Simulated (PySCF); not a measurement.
Question: Write Cartesian coordinates for `C#C[B@@H-](C)[N+]#C` as optimised with PBE0-D3(BJ)/def2-SVP.

Answer: 
```
atom  x, y, z in Å
C1     2.3817   -1.0644    0.5088
C2     1.3041   -0.7083    0.0675
B3    -0.0940   -0.2608   -0.4923
C4    -1.3802   -0.7452    0.3612
N5    -0.0763    1.3119   -0.4637
C6    -0.0765    2.4581   -0.4440
H7     3.3281   -1.3972    0.8937
H8    -0.2049   -0.4865   -1.6954
H9    -2.3284   -0.3551   -0.0422
H10   -1.3128   -0.4735    1.4268
H11   -1.4277   -1.8440    0.3076
H12   -0.0709    3.5380   -0.4353
```

Orientation and origin are arbitrary. Atoms count from 1 in this order. The B–C distances run from 1.571 Å (C2–B3, drawn single) to 1.618 Å (B3–C4, drawn single), a spread of 0.047 Å. B3 (four-coordinate boron) is distorted tetrahedral (angles from 101.7° to 115.7°).

Bonds between heavy atoms (Å): C1≡C2 1.218, C2–B3 1.571, B3–C4 1.618, B3–N5 1.573, N5≡C6 1.146.

Method used: PySCF, PBE0-D3(BJ)/def2-SVP geometry optimisation, gas phase.

Point group: C1 (no symmetry element, even within 0.4 Å). Stationary, but not proved a minimum.
